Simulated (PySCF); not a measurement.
**Molecular orbitals of SiHg⁺**

HSE06 at R = 2.638 Å; basis Si def2-SVP, Hg def2-SVP with ECP60; scalar-relativistic core potentials; PySCF 2.14. State: ²Π (doublet), unpaired electrons π ↑. Only the outer orbitals are listed, counted within each symmetry, core potentials removing the inner ones.

| spin | orbital | occ. | ε (eV) | on Si (%) | main shells (%) |
| --- | --- | --- | --- | --- | --- |
| α | 6σ | 1 | -19.73 | 54 | 51 Si s, 40 Hg d |
| α | 3π | 1 | -18.32 | 1 | 99 Hg d |
| α | 3π | 1 | -18.32 | 1 | 99 Hg d |
| α | 1δ | 1 | -18.03 | 0 | 100 Hg d |
| α | 1δ | 1 | -18.03 | 0 | 100 Hg d |
| α | 7σ | 1 | -17.66 | 39 | 58 Hg d, 38 Si s |
| α | 8σ | 1 | -13.58 | 31 | 69 Hg s, 21 Si p, 9 Si s |
| α | 4π | 1 | -11.27 | 96 | 96 Si p |
| α | 4π | 0 | -9.74 | 93 | 93 Si p |
| α | 9σ | 0 | -8.99 | 59 | 59 Si p, 24 Hg s, 16 Hg p |
| α | 5π | 0 | -5.38 | 5 | 96 Hg p |
| β | 6σ | 1 | -19.28 | 31 | 63 Hg d, 28 Si s |
| β | 3π | 1 | -18.33 | 1 | 99 Hg d |
| β | 3π | 1 | -18.27 | 0 | 100 Hg d |
| β | 1δ | 1 | -18.03 | 0 | 100 Hg d |
| β | 1δ | 1 | -18.03 | 0 | 100 Hg d |
| β | 7σ | 1 | -17.11 | 55 | 55 Si s, 35 Hg d |
| β | 8σ | 1 | -13.39 | 32 | 68 Hg s, 19 Si p, 13 Si s |
| β | 4π | 0 | -9.40 | 92 | 92 Si p |
| β | 9σ | 0 | -8.76 | 60 | 60 Si p, 20 Hg s, 19 Hg p |
| β | 4π | 0 | -8.38 | 88 | 87 Si p, 11 Hg p |

Task: Which are the highest filled and the lowest empty level, where do they sit, and how wide is the gap?

Result: Highest filled α 4π at -11.27 eV (in %: 96 Si p); lowest empty α 4π at -9.74 eV (in %: 93 Si p); the gap at HSE06 is 1.53 eV. Both belong to one degenerate shell, split only by its one-sided filling, so this is no excitation gap.

```json
{
 "bond order (Mayer)": "0.87",
 "⟨S²⟩": "0.756",
 "charge on Si (Mulliken, basis-dependent)": "0.60",
 "charge on Si (Löwdin, basis-dependent)": "0.63",
 "dipole moment (positive dipole points towards Hg; it is taken about the centre of mass and depends on that origin)": "-4.58 D"
}
```

Spin–orbit coupling is left out. The state is the lowest determinant that a PBE0 search found; another state may lie lower at other levels.
